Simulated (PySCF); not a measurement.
**Vertical excitation energies**

Compound: C5H6BNO2.
Atom-mapped SMILES: `[OH:1][B:2]([OH:3])[c:4]1[cH:5][cH:6][n:7][cH:8][cH:9]1` (hydrogens: H10 on O1; H11 on O3; H12 on C5; H13 on C6; H14 on C8; H15 on C9)

Structure used (PBE0-D3(BJ)/def2-SVP), in Å, numbered top down from 1:
```
atom  x, y, z in Å
O1     2.3186   -1.2206    0.0568
B2     1.6091   -0.1014   -0.2592
O3     2.2619    0.9489   -0.8158
C4     0.0596    0.0443   -0.0125
C5    -0.7462   -1.0116    0.4300
C6    -2.1115   -0.8058    0.6226
N7    -2.7117    0.3615    0.4086
C8    -1.9557    1.3738   -0.0116
C9    -0.5841    1.2680   -0.2354
H10    1.7951   -1.9050    0.4824
H11    3.2039    0.7724   -0.9149
H12   -0.3332   -2.0077    0.6225
H13   -2.7500   -1.6281    0.9667
H14   -2.4699    2.3272   -0.1815
H15   -0.0117    2.1308   -0.5836
```

Method used: TDDFT wB97X-D/def2-SVPD, vertical, gas phase, core orbitals frozen in the response in PySCF 2.14.0, density-fitted response routines.

| state | E (eV) | ν̃ (cm⁻¹) | f | main configurations (H = HOMO, L = LUMO) |
| --- | --- | --- | --- | --- |
| S1 | 4.67 | 37630 | 0.0040 | H→L (96%) |
| S2 | 5.27 | 42510 | 0.054 | H-1→L (83%), H-2→L+1 (15%) |
| S3 | 5.34 | 43070 | 0.0000 | H→L+1 (99%) |
| S4 | 6.21 | 50110 | 0.025 | H-2→L (62%), H-1→L+1 (36%) |
| S5 | 7.06 | 56940 | 0.707 | H-1→L+1 (60%), H-2→L (33%) |
| S6 | 7.23 | 58320 | 0.0073 | H-4→L (87%) |
| S7 | 7.28 | 58740 | 0.286 | H-2→L+1 (76%), H-1→L (14%) |
| S8 | 7.34 | 59190 | 0.011 | H-1→L+2 (72%), H-1→L+4 (9%) |
| S9 | 7.40 | 59690 | 0.0001 | H-5→L (93%) |
| S10 | 7.54 | 60810 | 0.033 | H→L+2 (63%), H→L+4 (23%) |

Triplets (Tamm–Dancoff): T1 4.04 eV, H→L (92%); T2 4.23 eV, H-2→L (45%), H-1→L+1 (43%); T3 4.30 eV, H-1→L (89%); T4 4.89 eV, H-1→L+1 (50%), H-2→L (48%).

The lowest singlet lies at 4.67 eV (266 nm, ultraviolet) and is very weak; its leading configuration is HOMO→LUMO (96%). The strongest level in the table is S5 at 7.06 eV (176 nm, f = 0.707). Löwdin shares by element: HOMO nitrogen 56%, carbon 27% or more (atoms not listed hold the other 17%); LUMO carbon 44% or more, nitrogen 19% (atoms not listed hold the other 37%). Orbital energies (eV): HOMO-3 -11.72, HOMO-2 -10.23, HOMO-1 -9.50, HOMO -9.38, LUMO 0.24, LUMO+1 1.16, LUMO+2 1.34. Of the 10 states listed, 6 reach f = 0.01 and 2 stay under 0.0005. The oscillator strengths of these states sum to 1.128; summed over the whole spectrum of an exact calculation they would give the number of electrons, 64 (Thomas–Reiche–Kuhn). All these states lie below the vertical ionisation energy of 9.53 eV (ΔSCF). The window holds the lowest 10 singlets.

One conformer stands for the species.
